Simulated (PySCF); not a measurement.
Electron correlation in Si⁺ (silicon, charge +1)

[Ne] 3s1 3p2, high-spin 4P determinant (an excited configuration). Calculation: PySCF 2.14, in aug-cc-pVQZ-DK (7s6p4d3f2g, 84 functions); the spin-free X2C one-electron Hamiltonian (Gaussian nucleus). Frozen: [Ne]; 3 electrons correlated.

| level | correlation energy (mhartree) |
| --- | --- |
| CCSD | -15.56 |
| (T) | -0.12 |
| CCSD(T) | -15.68 |

Diagnostics: T1 = 0.0029, D1 = 0.0066, largest double amplitude 0.036.

Cost of the coupled-cluster step: roughly 11 core-seconds, for 3 correlated electrons.

Iterations:

```
CC2 = 0
CCSD nocc = (np.int64(3), np.int64(0)), nmo = (79, 79)
frozen orbitals [[0, 1, 2, 3, 4], [0, 1, 2, 3, 4]]
max_cycle = 100
direct = 0
conv_tol = 1e-08
conv_tol_normt = 1e-06
diis_space = 8
diis_start_cycle = 0
Init t2, MP2 energy = -0.0104008822360634
Init E_corr(UCCSD) = -0.0104008822374545
cycle = 1  E_corr(UCCSD) = -0.013646744646262  dE = -0.00324586241  norm(t1,t2) = 0.0271797
cycle = 2  E_corr(UCCSD) = -0.0148053355310926  dE = -0.00115859088  norm(t1,t2) = 0.0109577
cycle = 3  E_corr(UCCSD) = -0.0155671295946476  dE = -0.000761794064  norm(t1,t2) = 0.00464936
cycle = 4  E_corr(UCCSD) = -0.015558375219276  dE = 8.75437537e-06  norm(t1,t2) = 0.000405502
cycle = 5  E_corr(UCCSD) = -0.0155597529235476  dE = -1.37770427e-06  norm(t1,t2) = 5.26648e-05
cycle = 6  E_corr(UCCSD) = -0.015559349596953  dE = 4.03326595e-07  norm(t1,t2) = 7.23513e-06
cycle = 7  E_corr(UCCSD) = -0.0155595326463286  dE = -1.83049376e-07  norm(t1,t2) = 1.13027e-06
cycle = 8  E_corr(UCCSD) = -0.0155594856296931  dE = 4.70166355e-08  norm(t1,t2) = 2.39373e-07
cycle = 9  E_corr(UCCSD) = -0.0155594912512866  dE = -5.62159343e-09  norm(t1,t2) = 5.87404e-08
UCCSD converged
E(UCCSD) = -289.0520798601257  E_corr = -0.01555949125128656
UCCSD(T) correction = -0.000117859365749386
```
